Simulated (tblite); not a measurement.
C5H9PSi.
Atom-mapped SMILES: `[CH3:1][C:2]#[C:3][C@@H:4]1[CH2:5][Si@@H:6]1[PH2:7]` (hydrogens: H8, H9, H10 on C1; H11 on C4; H12, H13 on C5; H14 on Si6; H15, H16 on P7)

Computed with GFN2-xTB (tblite), gas phase: Langevin dynamics at 600 K from the optimised GFN2-xTB geometry, time step 0.5 fs, friction 0.01 fs⁻¹, 2000 steps.

Start geometry:
```
atom  x, y, z in Å
C1      3.091    0.647    0.017
C2      1.814    0.081    0.396
C3      0.767   -0.406    0.729
C4     -0.500   -0.945    1.082
C5     -1.271   -1.726    0.007
Si6    -2.085   -0.085    0.451
P7     -1.743    1.545   -1.022
H8      3.840    0.432    0.780
H9      3.004    1.729   -0.095
H10     3.423    0.222   -0.931
H11    -0.515   -1.388    2.072
H12    -1.694   -2.663    0.339
H13    -0.759   -1.826   -0.940
H14    -3.252   -0.141    1.327
H15    -1.139    2.411   -0.124
H16    -2.989    2.123   -0.831
```

The statistics below take the 31 frames saved every 25 fs from 250 to 1000 fs; their kinetic temperature (all 3N coordinates) averages 620 K.

Question: How do the bond lengths spread?

Answer: 
```
   bond  start (Å)  mean (Å)  standard deviation (Å)  shortest (Å)  longest (Å)
  C1–C2      1.448     1.459                   0.046         1.364        1.557
  C2≡C3      1.202     1.207                   0.021         1.172        1.268
  C3–C4      1.421     1.432                   0.038         1.371        1.552
  C4–C5      1.536     1.545                   0.053         1.439        1.683
 C5–Si6      1.884     1.896                   0.042         1.815        1.984
 Si6–P7      2.223     2.238                   0.047         2.149        2.313
 C4–Si6      1.911     1.936                   0.072         1.817        2.187
  C1–H8      1.090     1.103                   0.050         1.023        1.198
  C1–H9      1.091     1.101                   0.046         1.046        1.243
 C1–H10      1.090     1.095                   0.045         1.002        1.178
 C4–H11      1.084     1.091                   0.043         0.983        1.200
 C5–H12      1.080     1.094                   0.049         1.025        1.211
 C5–H13      1.082     1.083                   0.037         1.009        1.189
Si6–H14      1.461     1.478                   0.060         1.352        1.627
 P7–H15      1.386     1.402                   0.052         1.321        1.540
 P7–H16      1.386     1.400                   0.038         1.336        1.501
```

Question: Give the same statistics for bond angles, one of each kind among heavy atoms.

Answer: 
| angle | start (°) | mean (°) | standard deviation (°) | smallest (°) | largest (°) |
| --- | --- | --- | --- | --- | --- |
| C1–C2–C3 | 178.7 | 165.4 | 5.0 | 154.9 | 175.4 |
| C2–C3–C4 | 177.5 | 165.9 | 5.8 | 154.3 | 176.0 |
| C3–C4–C5 | 117.8 | 116.6 | 5.2 | 105.4 | 129.5 |
| C3–C4–Si6 | 119.1 | 119.4 | 6.6 | 104.9 | 133.7 |
| C5–C4–Si6 | 65.2 | 64.9 | 2.6 | 60.1 | 70.0 |
| C4–C5–Si6 | 67.0 | 67.6 | 3.3 | 61.4 | 75.5 |
| C5–Si6–P7 | 114.6 | 119.4 | 9.8 | 97.2 | 139.3 |
| C4–Si6–C5 | 47.8 | 47.5 | 2.1 | 43.9 | 51.9 |
| C4–Si6–P7 | 114.9 | 110.8 | 6.2 | 102.4 | 124.0 |

Question: How far does each atom move about its mean position (frames aligned on the start, all atoms weighted alike), and what rms force does it feel?

Answer: 
```
atom  rms displacement (Å)  rms force (eV/Å)
  C1                  0.18              3.07
  C2                  0.22              2.53
  C3                  0.25              2.51
  C4                  0.20              2.43
  C5                  0.20              2.28
 Si6                  0.25              1.86
  P7                  0.39              1.49
  H8                  1.06              1.68
  H9                  1.07              1.28
 H10                  1.05              1.66
 H11                  0.35              1.45
 H12                  0.34              1.52
 H13                  0.40              1.39
 H14                  0.44              1.05
 H15                  0.57              0.97
 H16                  0.55              0.76
```

The displacements run from 0.18 to 1.07 Å.

Question: How widely does the potential energy scatter, against a harmonic estimate?

Answer: Mean 1.05 eV above the start, standard deviation 0.246 eV, range 0.57 to 1.55 eV. For 42 classical harmonic modes at 600 K the canonical values are 42kT/2 = 1.09 eV and kT·√(42/2) = 0.237 eV.

The run is classical and short, so these are rough statistics of one trajectory.

The cost below is that of the whole dynamics run. Cost: about 50 s of CPU time on one thread; the machine was shared, so the figure is rough.
